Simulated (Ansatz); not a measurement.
The cluster Rb₂H₃⁻: single points at one geometry.

```yaml
crystal:
  periodic: [false, false, false]
  atoms:
    - {symbol: Rb, position_ang: [0.683270, -1.535341, -1.150816]}
    - {symbol: Rb, position_ang: [-3.123577, 0.399460, -1.290275]}
    - {symbol: H, position_ang: [1.967109, 0.299865, 1.386776]}
    - {symbol: H, position_ang: [-0.796893, 0.378691, -0.094195]}
    - {symbol: H, position_ang: [1.270091, 0.457315, 1.148510]}
basis:
  gaussian: {orbitals: def2-TZVPD, initial_orbitals: start.molden}
total_charge: -1
correlation: {method: ccsd_t}
scf: {omitted_lower_state_checks: [starts]}
output: {orbitals: {seedname: orbitals}}
```

The file start.molden holds the orbitals of an earlier run on this structure, at another level or in another basis.

```sh
$ ansatz run in.yaml --threads 4 --pin off --events-out ev --progress --plain --max-ram 3916MiB
```

It prints (some lines left out):

```
Functional definition: HF
912 factors; integrals over basis functions are off by at most 1.3e-3 eV
mean field evaluation 1: about -1340.6694 eV, gradient 6.4e0 eV
mean field evaluation 2: about -1340.8538 eV, gradient 2.5e-1 eV
mean field evaluation 4: about -1340.8575 eV, gradient 8.4e-3 eV
mean field evaluation 8: about -1340.8575 eV, gradient 1.5e-6 eV
mean field evaluation 16: about -1340.1523 eV, gradient 3.8e-2 eV
mean field evaluation 32: about -1340.1499 eV, gradient 1.5e-1 eV
mean field -1340.85750898 eV, -49.2756045890 hartree, gradient 1.5e-6 eV, S^2 0.000000; 0 other end points of the search recorded, 0 dependent functions left out; unrestricted orbitals would lower it
reference -1340.85750898 eV, -49.2756045890 hartree; 11, 11 occupied and 82, 82 virtual orbitals, 912 factors
second order -5.66031375 eV of doubles, -0.00000000 eV of singles
cycle   1  -6.25760380 eV  change   -6.0e-1 eV  update   1.4e-1
cycle   2  -6.57220909 eV  change   -3.1e-1 eV  update   7.7e-2
cycle   3  -6.66432286 eV  change   -9.2e-2 eV  update   4.5e-2
cycle   4  -6.64351828 eV  change    2.1e-2 eV  update   2.3e-2
cycle   5  -6.64192156 eV  change    1.6e-3 eV  update   1.1e-2
cycle   6  -6.64729268 eV  change   -5.4e-3 eV  update   6.3e-3
cycle   7  -6.64924268 eV  change   -2.0e-3 eV  update   2.8e-3
cycle   8  -6.64944289 eV  change   -2.0e-4 eV  update   1.2e-3
cycle   9  -6.64931143 eV  change    1.3e-4 eV  update   4.8e-4
cycle  10  -6.64910173 eV  change    2.1e-4 eV  update   2.3e-4
cycle  11  -6.64906202 eV  change    4.0e-5 eV  update   1.2e-4
cycle  12  -6.64910109 eV  change   -3.9e-5 eV  update   5.0e-5
cycle  13  -6.64912878 eV  change   -2.8e-5 eV  update   2.5e-5
cycle  14  -6.64914355 eV  change   -1.5e-5 eV  update   1.3e-5
perturbative correction -0.19725770 eV, -0.0072490868 hartree
Total energy: -1347.70391023 eV, -49.5272051945 hartree
Checks for a lower state left out: starts
```

Hardware: 4 threads of Arm Neoverse V1 on a shared host. Wall time 3.5 s.

The first input with `hamiltonian: {xc: r2scan, dispersion: d4}` and without the key `correlation` (abridged; 2.2 s):

```
Functional definition: r2SCAN
mean field -1359.53911718 eV, -49.9621410275 hartree, gradient 1.3e-5 eV, S^2 0.000000
Total energy: -1359.61355642 eV, -49.9648766194 hartree
Checks for a lower state left out: starts
```

First input, but with `gaussian: {orbitals: def2-TZVPD}`, `hamiltonian: {xc: pbe0, dispersion: d4}` and without the key `correlation`, `scf` (abridged; 1.9 s):

```
Functional definition: PBE0
mean field evaluation 16: about -1358.6720 eV, gradient 8.0e-5 eV
mean field -1358.67196747 eV, -49.9302738636 hartree, gradient 8.0e-5 eV, S^2 0.000000; 1 other end points of the search recorded, 0 dependent functions left out
Total energy: -1358.92651874 eV, -49.9396284504 hartree
```

The first input with `hamiltonian: {xc: pbe, dispersion: d4}` and without the key `correlation` (abridged; 1.1 s):

```
Functional definition: PBE
mean field -1358.70439814 eV, -49.9314656688 hartree, gradient 1.8e-5 eV, S^2 0.000000
Total energy: -1359.00365357 eV, -49.9424631030 hartree
Checks for a lower state left out: starts
```

Geometry: r2SCAN-D4/def2-TZVP, that of the neutral doublet.

In the def2 sets Rb takes a core potential; there is no spin–orbit coupling. Correlated methods freeze no core orbitals; core or outer-core shells of Rb are correlated, in sets that lack core-valence functions. At CCSD(T)/def2-TZVPD T1 of the charge -1 singlet is large (up to 0.035), so the single-reference result is doubtful. At CCSD(T)/def2-TZVPD the restricted singlet (for correlated methods, its reference) is unstable: a solution with broken spin symmetry lies lower. At CCSD(T)/def2-TZVPD, r2SCAN-D4/def2-TZVPD, PBE0-D4/def2-TZVPD, PBE-D4/def2-TZVPD the highest occupied level of the charge -1 singlet lies above zero (up to 0.64 eV). By energy differences its removal costs 0.50 eV (vertical, to the charge 0 doublet, at CCSD(T)/def2-TZVPD). The restricted singlet is unstable towards broken spin symmetry in Hartree–Fock (as tested in another run); at r2SCAN-D4/def2-TZVPD, PBE0-D4/def2-TZVPD, PBE-D4/def2-TZVPD this wasn't settled. At PBE0-D4/def2-TZVPD a triplet of charge -1 lies 0.16 eV below the restricted singlet at the same geometry. The structure comes from a short search, and lower isomers may exist.
